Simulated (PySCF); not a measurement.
# One molecule, several mistakes: AlBH6NSi cation

Calculated results; nothing here was measured. The program is PySCF 2.14.0, an open-source quantum chemistry code, run on an isolated molecule that a program drew, which may never have been made. The molecule is AlBH6NSi cation (charge +1, singlet), drawn as the SMILES string `[BH+][N]([AlH2])[SiH3]`.

Each row is a Hartree-Fock (HF) and frozen-core CCSD(T) single point in the cc-pV(D+d)Z basis, meant for a local HF minimum. Run 1 is clean. Each other run has one planted mistake out of seven kinds, and not every kind appears here: one electron removed, one electron added, multiplicity raised by two, geometry at a saddle point, minimal basis STO-3G, one bond length entered in bohr, all coordinates scaled. The reference is restricted for singlets and unrestricted otherwise, and also for a bond in bohr. Adding or removing an electron swaps singlet and doublet. Electrons count all cores. HOMO and LUMO are orbital energies over both spins, the gradient is its largest component, and the lowest frequency (negative if imaginary) is given only where the gradient is small. Bond lengths are over the 9 bonds as drawn. T1 is the CCSD diagnostic: over 0.02 (restricted) or 0.045 (unrestricted) a single reference is doubtful.

Geometry of the clean run:
```xyz
10
AlBH6NSi cation, angstrom
B    -0.5242    0.5200    2.1996
N    -0.0114    0.2417    1.0473
Al    0.4729   -1.5885    0.6600
Si    0.2723    1.5449   -0.2455
H    -0.9880    0.7581    3.2481
H     0.1614   -2.5304    1.8572
H     1.0684   -1.7117   -0.7679
H     1.7159    1.5217   -0.4962
H    -0.5279    1.1173   -1.3963
H    -0.1954    2.7994    0.3566
```

| run | electrons | basis functions | <S^2> | HOMO (eV) | LUMO (eV) | gradient (hartree/bohr) | lowest frequency (cm^-1) | mean bond (Å) | longest bond (Å) | T1 | HF (hartree) | CCSD(T) (hartree) | mistake |
|---|---|---|---|---|---|---|---|---|---|---|---|---|---|
| 1 | 44 | 104 | 0.000 | -16.72 | -3.17 | 3.6e-05 | 116 | 1.5287 | 1.932 | 0.0140 | -613.30543 | -613.75980 | no fault |
| 2 | 44 | 104 | 0.000 | -16.45 | -3.17 | 3.4e-02 | - | 1.5883 | 2.008 | 0.0154 | -613.29262 | -613.75356 | all coordinates scaled |
| 3 | 45 | 104 | 0.776 | -4.12 | 1.56 | 3.4e-02 | - | 1.5287 | 1.932 | 0.0237 | -613.43862 | -613.91609 | one electron added |
| 4 | 44 | 104 | 2.005 | -10.41 | -7.99 | 6.0e-02 | - | 1.5287 | 1.932 | 0.0652 | -613.08691 | -613.54384 | multiplicity raised by two |
| 5 | 44 | 104 | 0.000 | -14.64 | -5.29 | 3.5e-02 | - | 1.7197 | 3.652 | 0.0166 | -613.21321 | -613.67540 | one bond length entered in bohr |
| 6 | 43 | 104 | 0.849 | -21.46 | -14.48 | 6.8e-02 | - | 1.5287 | 1.932 | 0.0261 | -612.73293 | -613.16394 | ? |

**Which mistake was planted in run 6, and what did it cost?**

It counts 43 electrons, one fewer than the clean run, at the same geometry and basis. So the mistake is: one electron removed. Subtracting run 1 and multiplying by 627.51 kcal/mol a hartree, the energy moved by 359.2 kcal/mol in HF and 373.9 kcal/mol in CCSD(T).

Cautions from the logs. Run 4: T1 is over the limit, so its CCSD(T) energy is less reliable.
